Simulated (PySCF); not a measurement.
## Two-dimensional NMR puzzle

Compound of formula C5H7NO3Si. Correlations simulated from computed shifts and the bond graph:

HSQC (one-bond C–H):
```csv
δH,δC
8.34,148.7
2.75,31.1
```

HMBC (two and three bonds, from the bond graph):
```csv
δH,δC
8.34,"156.6, 149.5"
5.14,149.5
2.75,"196.0, 156.6"
```

Carbons without hydrogens: δ 196.0, 156.6, 149.5.

[PySCF 2.14: shieldings: GIAO PBE0/pcSseg-1; GFN2-xTB structure; relativity neglected; gas phase; rapidly exchanging positions averaged; single conformer]

Referencing at the same level of theory: ¹H and ¹³C against TMS.

Exchangeable hydrogens are left out of these lists.

**Question.** Assemble the structure.

**Answer.** `CC(=O)c1nocc1O[SiH3]`.

Numbering as in the mapped SMILES `[CH3:1][C:2](=[O:3])[c:4]1[n:5][o:6][cH:7][c:8]1[O:9][SiH3:10]`. Each H is labelled by its parent atom.

δC 196.0 is C2, a ketone carbonyl carbon. δC 156.6 is C4, a substituted aromatic carbon next to a ring nitrogen. δC 149.5 is C8, an aromatic carbon bearing oxygen. δC 148.7 is C7, an aromatic CH next to the ring oxygen (δH 8.34). δC 31.1 is C1, a methyl carbon α to a carbonyl (δH 2.75). HMBC from δH 8.34 reaches the proton-free carbons C4, C8. HMBC from δH 5.14 reaches the proton-free carbon C8. HMBC from δH 2.75 reaches the proton-free carbons C2, C4.

This is the structure that produced the data.

Shifts are as computed. Against solution values, carbons near 30 ppm lie about +3 ppm off and those near 130 ppm about +5 ppm. Of 1309 compounds with measured shifts, 239 miss one by over three times the rms of a fit or turn the order of signals round; such compounds aren't used in these exercises.
